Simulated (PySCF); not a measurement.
Gas-phase reaction: WF6 + 4 OH ⇌ WO2F2 + 4 HF + O2

Method: PySCF energies plus ideal-gas RRHO corrections (1 bar). † marks an energy on the PBE0/def2-TZVP geometry and frequencies. CCSD(T) freezes the core. Open shells (unrestricted): OH (multiplicity 2), O2 (multiplicity 3); the rest are closed-shell singlets. Spin-orbit splitting is ignored; it lowers the true energy and changes the entropy of OH. W: scalar-relativistic def2 core potential, no spin-orbit coupling. WO2F2: computed as isolated molecules; such fragments, hydroxides, amides, oligomers or adducts are transient or little studied in the gas. CCSD(T) isn't extrapolated to the basis-set limit. Warning, large T1 diagnostic: WF6, WO2F2 (CCSD(T)/def2-SVP†).

```
level               ΔH°(298 K), kJ
------------------  --------------
BLYP/def2-TZVP†               -476
CCSD(T)/def2-SVP†       (withheld)
HF/def2-TZVP†           (withheld)
PBE0/def2-QZVP†         (withheld)
PBE0/def2-SVP†                -402
LDA/def2-TZVP†                -586
ωB97M-V/def2-TZVP†      (withheld)
ωB97X-V/def2-TZVP†            -429
```

**Question.** Some entries are withheld; supply them.

**Answer.** 
- CCSD(T)/def2-SVP†, ΔH°(298 K), kJ: -436
- HF/def2-TZVP†, ΔH°(298 K), kJ: -94
- PBE0/def2-QZVP†, ΔH°(298 K), kJ: -446
- ωB97M-V/def2-TZVP†, ΔH°(298 K), kJ: -428
